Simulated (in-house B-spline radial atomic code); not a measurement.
Configurations of Sb⁷⁺, with energies counted from [Kr] 4d8. Computed with a radial B-spline atomic code at the basis-set limit: Dirac-Hartree-Fock, average of configuration, Fermi nucleus of rms radius 4.6802 fm. Energies include first-order Breit, QED and recoil terms.

Occupations are held fixed; configurations that lie above the ionisation limit could autoionise.

```
            configuration  E - E(ref) (eV)  highest orbital  its <r> (bohr)
             [Kr] 4d7 6s1           87.481            6s1/2           3.083
             [Kr] 4d7 5f1           98.766            5f7/2           3.033
             [Kr] 4d7 8s1           117.45            8s1/2           6.882
             [Kr] 4d7 8g1           127.56            8g7/2           10.62
[Ar] 3d10 4s2 4p5 4d8 5f1           178.03            5f7/2           3.021
[Ar] 3d10 4s2 4p5 4d8 7s1           186.41            7s1/2           4.791
[Ar] 3d10 4s2 4p5 4d8 6f1           192.08            6f7/2           4.917
[Ar] 3d10 4s2 4p5 4d8 6g1           196.36            6g7/2           5.412
[Ar] 3d10 4s2 4p5 4d8 8f1            205.3            8f7/2           9.804
```

Problem. Order these further configurations by energy, lowest first.
A. [Kr] 4d7 7g1
B. [Ar] 3d10 4s2 4p5 4d9
C. [Kr] 4d7 5s1
D. [Ar] 3d10 4s2 4p5 4d8 4f1
E. [Ar] 3d10 4s2 4p5 4d8 8s1

Solution. C (43.401 eV), B (79.298 eV), A (123.36 eV), D (150.51 eV), E (196.9 eV).

Problem. How far above the reference does [Kr] 4d7 8p1 lie?

Solution. 119.29 eV; its least bound orbital is 8p3/2 with <r> = 7.367 bohr.

Problem. How far above the reference does [Kr] 4d7 4f1 lie?

Solution. 71.86 eV; its least bound orbital is 4f7/2 with <r> = 1.386 bohr.

Problem. How far above the reference does [Kr] 4d7 5g1 lie?

Solution. 106.24 eV; its least bound orbital is 5g7/2 with <r> = 3.386 bohr.
